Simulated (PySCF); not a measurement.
Ligand exchange on a metal centre used in film growth or etching (Ti Br-H). Isolated molecules, 0 K electronic values unless said otherwise.

These are PBE-D3(BJ)/def2-TZVP // TPSS-D3(BJ)/def2-SVP run with PySCF 2.14.0 values and carry that method's errors. 

```
species                                  LUMO (eV)  charge on the central atom (Mulliken) (e)  charge on the central atom (meta-Löwdin) (e)
---------------------------------------  ---------  -----------------------------------------  --------------------------------------------
0 of 4 Br replaced by H ([Ti(Br)4])          -4.53                                       0.83                                          0.96
2 of 4 Br replaced by H ([Ti(Br)2(H)2])      -4.51                                       0.72                                          0.93
3 of 4 Br replaced by H ([Ti(Br)(H)3])       -4.35                                       0.64                                          0.92
4 of 4 Br replaced by H ([Ti(H)4])           -4.31                                       0.55                                          0.92
```
